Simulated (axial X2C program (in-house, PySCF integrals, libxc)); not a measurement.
SrTe⁺: from the spin-free to the two-component result

Computed with an axial X2C code built on PySCF integrals. Spin-free means the one-electron spin-free X2C Hamiltonian; two-component (2c) means X2C with spin–orbit coupling and atomic mean-field two-electron Coulomb and Gaunt terms, so the difference of the two also holds small scalar two-electron terms. Basis: Te dyall-cv3z [11s12p8d4f1g], Sr dyall-cv3z [13s12p8d5f1g] (cores contracted in-house); Gaussian nuclei, density fitting, unrestricted open shells. Masses: Te 129.906 u, Sr 87.906 u.

Spin-free state: M_S = 1/2, Λ = 1 (beyond evenly filled blocks: π+α, π+β, π-α); fragments Te + Sr+.

```csv
level,Re (Å),ωe (cm⁻¹),De (eV),μ (D)
PBE0,2.939,193.0,2.228,12.55
HF,3.014,185.9,1.006,14.72
CCSD,3.019,184.3,1.928,n/a
CCSD(T),3.022,183.3,2.002,n/a
r2SCAN,2.948,192.8,2.175,12.72
```

Correlated methods: 7 electrons correlated (number of frozen shells: Te 4 s, 3 p, 2 d; Sr 4 s, 3 p, 1 d), 313 virtual spin orbitals or spinors in MP2, 80 natural virtuals in coupled cluster.

Dipoles are positive if Sr is the positive end and refer to the centre of mass.

(1) Within this multiplet, which Ω should lie lowest by the rule for regular and inverted multiplets?

Two-component determinant lowest at the distance of the search:

Ω = 3/2 (⟨Sz⟩ = 0.50, ⟨Lz⟩ = 1.00 at HF); fragments Te + Sr+.

| level | Re (Å) | ωe (cm⁻¹) | De (eV) | μ (D) |
| --- | --- | --- | --- | --- |
| PBE0 | 2.944 | 190.6 | 2.184 | 12.49 |
| HF | 3.019 | 183.1 | n/a | 14.69 |
| CCSD | 3.023 | 182.5 | 1.835 | n/a |
| CCSD(T) | 3.027 | 181.5 | 1.904 | n/a |
| r2SCAN | 2.950 | 191.3 | n/a | 12.69 |

(2) From the two tables, how do the constants change at the CCSD(T) level (2c against spin-free)?

One determinant describes the state; a PBE0 search over occupations chose it and may have missed a lower one. De is counted from the lowest determinant-based energies of the atoms at the same level, without counterpoise correction. De is not given where an atomic determinant may have missed its ground term or J level, or where the truncated virtual space spoils (T). Density functionals use the spin component along the axis (collinear). Coupled cluster ran in a truncated set of natural virtual spinors; the MP2 energy of the rest was added. (T) has no such correction and the atoms are truncated less, which lowers De at CCSD(T) by a hundredth of an eV or more. The functionals have no current-density term, which raises determinants with orbital currents, atoms included. The outer-core s and p shells of the metal are frozen in the correlated rows, which leaves out core–valence correlation; for alkali and alkaline-earth bonds that tends to lengthen them. The stretched end of a curve changes character and is left out. With the outer-core shells frozen, correlated bond lengths of heavy atoms tend to come out a few hundredths of an ångström too long.

Results:

(1) The open π shell holds three electrons, one hole, so the multiplet is inverted: Ω = Λ + 1/2 = 3/2. The PBE0 2c search agrees.

(2) At the CCSD(T) level Re increases by 0.005 Å and ωe drops by 1.8 cm⁻¹; De changes by -0.098 eV.
